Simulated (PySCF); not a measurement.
Below is a simulated gas-phase C 1s photoelectron spectrum of `FC[C@H]1C[SiH2]O1`.

Every computed line was given a Gaussian of 1.0 eV full width at half maximum and an area set by the number of equivalent atoms; the highest printed point is 100. Computed with delta-SCF UKS SCAN, pcX-2 on the ionised atom, pcseg-1 elsewhere, spin-free X2C (PySCF 2.14.0).

binding energy (eV), intensity and a bar:
```
    288.8          0 
    288.9          0 
    289.0          1 
    289.1          1 
    289.2          3 #
    289.3          5 #
    289.4          8 ##
    289.5         13 ####
    289.6         19 ######
    289.7         27 ########
    289.8         35 ###########
    289.9         45 #############
    290.0         53 ################
    290.1         60 ##################
    290.2         64 ###################
    290.3         64 ###################
    290.4         61 ##################
    290.5         55 #################
    290.6         47 ##############
    290.7         38 ###########
    290.8         29 #########
    290.9         21 ######
    291.0         15 ####
    291.1         10 ###
    291.2          7 ##
    291.3          6 ##
    291.4          6 ##
    291.5          8 ##
    291.6         12 ####
    291.7         18 #####
    291.8         26 ########
    291.9         36 ###########
    292.0         47 ##############
    292.1         58 #################
    292.2         70 #####################
    292.3         80 ########################
    292.4         89 ###########################
    292.5         95 #############################
    292.6         99 ##############################
    292.7        100 ##############################
    292.8         98 ##############################
    292.9         94 ############################
    293.0         87 ##########################
    293.1         78 ########################
    293.2         68 ####################
    293.3         56 #################
    293.4         45 #############
    293.5         34 ##########
    293.6         24 #######
    293.7         17 #####
    293.8         11 ###
    293.9          7 ##
    294.0          4 #
    294.1          2 #
    294.2          1 
    294.3          1 
    294.4          0
```

Q: How many maxima does the curve show, and how many computed lines lie under it?

A: The curve has 2 maxima (at 290.3 and 292.7 eV). Under it lie 3 lines from 3 inequivalent carbon sites. At this width some lines have no maximum of their own.

Q: Decompose the envelope and assign each component. Numbering: `[F:1][CH2:2][C@H:3]1[CH2:4][SiH2:5][O:6]1`.

A: 
```json
{"position (eV)": "290.27", "relative area": "1", "line": "C 1s", "atoms": "C4", "environment": "sp3 carbon bound to silicon"}
{"position (eV)": "292.39", "relative area": "1", "line": "C 1s", "atoms": "C3", "environment": "sp3 carbon bound to oxygen"}
{"position (eV)": "292.99", "relative area": "1", "line": "C 1s", "atoms": "C2", "environment": "sp3 C–F carbon"}
```

Q: What are the centre and the root-mean-square width of the whole band?

A: The area-weighted mean of the lines is 291.88 eV. Their own spread about it is 1.17 eV (rms) and each Gaussian has σ = 1.0/2.355 = 0.42 eV; the variances add, which gives 1.24 eV.

The listed C 1s values span 2.72 eV, from C4 (bonded to C, 2 H and Si) to C2 (bonded to F, C and 2 H). The widest gap between neighbouring values is 2.12 eV, between 290.27 and 292.39 eV. Summing the Pauling electronegativity differences to the bonded atoms, each weighted by its formal bond order, gives -1.35 for the lowest site and +0.73 for the highest; no listed site has a larger sum than the highest.

No satellites, vibrations or lifetime broadening are included. Isolated species at its GFN2-xTB geometry (one conformer only).

The values belong to the conformer `[F:1][CH2:2][C@H:3]1[CH2:4][SiH2:5][O:6]1`: F1–C2–C3–C4 71°.
